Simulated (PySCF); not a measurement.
Ligands exchanged one at a time, Ge Cl-H. Isolated molecules, 0 K electronic values unless said otherwise. Strings in code marks are SMILES.

The HOMO from two functionals at the same geometries (CAM-B3LYP-D3(BJ)/def2-TZVP), both in PySCF: PBE-D3(BJ)/def2-TZVP and TPSSh-D3(BJ)/def2-TZVP. 

```csv
species,PBE-D3(BJ)/def2-TZVP (eV),TPSSh-D3(BJ)/def2-TZVP (eV)
1 of 4 Cl replaced by H (`[Cl][GeH]([Cl])[Cl]`),-7.94,-8.64
2 of 4 Cl replaced by H (`[Cl][GeH2][Cl]`),-7.63,-8.34
3 of 4 Cl replaced by H (`[GeH3][Cl]`),-7.39,-8.08
4 of 4 Cl replaced by H,-8.36,-9.09
```

Over these rows, drawn at random from the members with no instability flagged (it was tested for open shells, ions and some series alone), PBE minus TPSSh-D3(BJ): mean +0.71 eV, from +0.70 eV to +0.74 eV.
